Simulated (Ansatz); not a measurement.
`C=CC=[Se]` + H₂O → `OC=[Se]` + ethylene at 700 K and 1 bar (formal hydrolysis of a C–C bond).

Calculated with Ansatz (gas phase, PBE0-D4/def2-TZVP geometries, no zero-point term in ΔE). CCSD(T)/CBS adds triple-zeta CCSD(T) − MP2 to the extrapolated MP2 energy (def2 sets, frozen cores). This one scheme is used for every species. For Se outer-core shells are correlated without core-valence functions, which leaves a few kJ/mol of doubt a bond. Scalar relativity is left out up to krypton. One conformer a species, not always the lowest.

| species | CCSD(T)/CBS energy (Eh) | H − E (kJ/mol) | S (J/(mol·K)) |
| --- | --- | --- | --- |
| `C=CC=[Se]` | -2517.21565 | 208.6 | 388.4 |
| H₂O | -76.37941 | 80.5 | 218.4 |
| `OC=[Se]` | -2515.09992 | 118.7 | 327.2 |
| `C=C` | -78.48111 | 168.9 | 268.4 |

H − E and S are ideal-gas, rigid-rotor, harmonic terms from PBE0-D4/def2-TZVP, for one conformer and one mirror image of each species. 1 Eh = 2625.50 kJ/mol, R = 8.31446 J/(mol·K).

Problem. By hand: ΔE, ΔH, ΔS and ΔG.

Solution. ΔE = (-2515.09992) + (-78.48111) − (-2517.21565) − (-76.37941) = 0.01403 Eh = 36.8 kJ/mol. Δ(H − E) = 118.7 + 168.9 − 208.6 − 80.5 = -1.5, so ΔH = 35.3 kJ/mol. ΔS = 327.2 + 268.4 − 388.4 − 218.4 = -11.2 J/(mol·K). ΔG = 35.3 − 700 × (-11.2)/1000 = 43.1 kJ/mol.

Problem. By hand: the equilibrium constant, and the temperature at which ΔG would vanish if ΔH and ΔS stayed fixed.

Solution. log₁₀ K = −ΔG/(RT ln 10) = -3.2. ΔH and −TΔS have one sign here, so there is no such temperature.

The number of gas molecules stays the same, so ΔS is small and ΔH decides. A doubt of 5 kJ/mol in ΔE shifts log₁₀ K by 0.4 here. Other conformers and mirror images would add mixing entropy, several J/(mol·K) or more a flexible species. These are equilibria of isolated gas molecules and say nothing of rates. Largest T1 diagnostic: 0.018 (customary marks: 0.02 for closed shells, 0.045 for open ones).

ΔS is within the doubt of such terms, so its sign, and with it that verdict, could turn.
